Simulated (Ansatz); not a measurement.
Calculated with Ansatz (gas phase, PBE0-D4/def2-TZVP geometries, no zero-point term in ΔE). CBS: MP2 limit from def2 TZ/QZ plus the TZ coupled-cluster correction, frozen cores. This one scheme is used for every species. Functionals use def2-TZVPP. Each species was taken in one conformer, which may not be the lowest.

Consider the formal hydrolysis of the Al–O bond: `[NH2][Al]([SH])[O][SiH3]` + H₂O → `[NH2][Al]([OH])[SH]` + silanol.

(1) Is it downhill or uphill in electronic energy at CCSD(T)/CBS, and by how much? (Estimate.)

(2) What do these levels give: BHLYP-D4, PBE0, r2SCAN0, CAM-B3LYP, MP2/CBS(def2), CCSD/CBS(def2)? (Best estimate.)

Largest T1 diagnostic among the species: 0.011.

Answers

(1) The calculation gave: Uphill: ΔE = +30.7 kJ/mol.

(2) Computed: BHLYP-D4 33.5, PBE0 24.3, r2SCAN0 27.0, CAM-B3LYP 24.2, MP2/CBS(def2) 30.0, CCSD/CBS(def2) 30.9 kJ/mol.

The D4 term adds +6.1 kJ/mol with B3LYP and +3.8 kJ/mol with PBE0; it sums over pairs of atoms, weighted by their polarisabilities, and B3LYP, whose exchange is more repulsive, gets the larger term. From PBE to PBE0 (25 % exact exchange), in def2-TZVPP and without D4, ΔE moves by +3.6 kJ/mol.

B3LYP here is the variant with VWN-RPA as its local correlation; programs differ in this.
